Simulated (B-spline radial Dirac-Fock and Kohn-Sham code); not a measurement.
Relativistic shifts of the levels of Mo³⁴⁺

System: molybdenum as Mo³⁴⁺ in the configuration [He] 2s2 2p4.

Both columns are ΔSCF binding energies of the configuration average from an atomic code on a B-spline grid: non-relativistic Hartree-Fock with a point nucleus, and Dirac-Fock with a finite nucleus and the Coulomb interaction alone, averaged over the two j levels with weights 2j+1.

```
shell  Hartree-Fock (eV)  Dirac-Fock (eV)  shift (eV)  shift (%)
   1s            21855.3          22377.6     +522.30      +2.39
   2s             4757.7           4900.1     +142.31      +2.99
   2p             4601.8           4653.6      +51.82      +1.13
```

Relativity binds 1s, 2s, 2p more strongly, among those listed most of all 2s in relative terms.

Values without a named source are computed, but for edge energies of neutral atoms, which are taken from tables.
